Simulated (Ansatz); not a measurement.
```xyz
2

Cr    0.0000    0.0000   -0.0612
H     0.0000    0.0000    1.4678
```

Basis set: cc-pVDZ (spherical functions). Correlated methods keep 5 orbitals frozen. Charge 0, multiplicity 6.

Computed with Ansatz (development build ahead of 0.2.0); each method stands on the lowest determinant of its kind that the runs found.

Problem. Give the atomization energy at this shape (free ground-state atoms in the same class of orbitals less the molecule, no zero-point energy) of sextet CrH by UHF-MP2, UHF.

Solution.

```
 method  atomization energy
UHF-MP2        141.2 kJ/mol
    UHF         80.3 kJ/mol
```
